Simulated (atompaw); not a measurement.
# zirconium (Zr): one change to a PAW (atompaw) potential, before and after

* Element: Zr (Z = 40)
* Generator: atompaw 4.2.0.5
* Type: PAW
* Functional: PBEsol
* Relativity: scalar-relativistic
* Frozen core: [Ar] 3d10 4s2
* Valence charge: 10
* Reference configuration: 4p6 4d2 5s2 5p0
* Partial waves: 5s (bound): rc 3.00 bohr; 5s channel at 0.35 Ry: rc 3.00 bohr; 4p (bound): rc 2.15 bohr; 5p (bound, empty): rc 2.50 bohr; 4d (bound): rc 3.00 bohr; 4d channel at 0.55 Ry: rc 3.00 bohr; 4f channel at 0.2 Ry: rc 2.85 bohr; 4f channel at 1.55 Ry: rc 2.85 bohr
* Local potential: troulliermartins scheme with l = 4 at 0 Ry, radius 2.20 bohr
* Core correction: smooth core density matched at 1.65 bohr
* Augmentation charge: besselshape compensation charge, radius 2.85 bohr; PAW radius 3.00 bohr; waves and projectors: custom polynom vanderbiltortho

Change: all radii scaled by about 0.84 (s 2.52, p 1.80, d 2.52, f 2.38 bohr); local potential troulliermartins scheme with l = 4 at 0 Ry, radius 1.84 bohr; augmentation besselshape compensation charge, radius 2.38 bohr; PAW radius 2.52 bohr; waves and projectors: custom polynom vanderbiltortho; core correction smooth core density matched at 1.38 bohr.

Cutoffs: the cutoffs (Ry, on a coarse ladder) from which the occupation-weighted sum of valence levels, in a spherical-Bessel basis at the reference potential, stays within 10 and 1 mRy of its value at 400 Ry; they do not see the model core or the augmentation charge, which bear on the density cutoff.

**Question.** What does the change do?

**Answer.** The potential gets harder (18 Ry and 30 Ry → 21 Ry and 40 Ry); both files keep a bound ghost (s). A smaller radius makes the pseudo-wave follow the all-electron one further in, where it bends more sharply, so more plane waves are needed.

```tsv
quantity	base	changed
cutoff, loose	18 Ry	21 Ry
cutoff, tight	30 Ry	40 Ry
loose cutoff by channel (10 mRy a level)	s 6 Ry, p 15 Ry, d 8 Ry	s 6 Ry, p 18 Ry, d 12 Ry
bound ghosts	s	s
lowest overlap eigenvalue by channel	s 0.18, p 0.72, d 0.91, f 0.97	s 0.49, p 0.77, d 0.92, f 0.97
```

 A true bound ghost makes a file unfit for plane-wave use even where its test errors are small: the radial tests pick states by their node count and pass the ghost by. The cutoffs see the waves, projectors and local potential, not the compensation charge or the core.
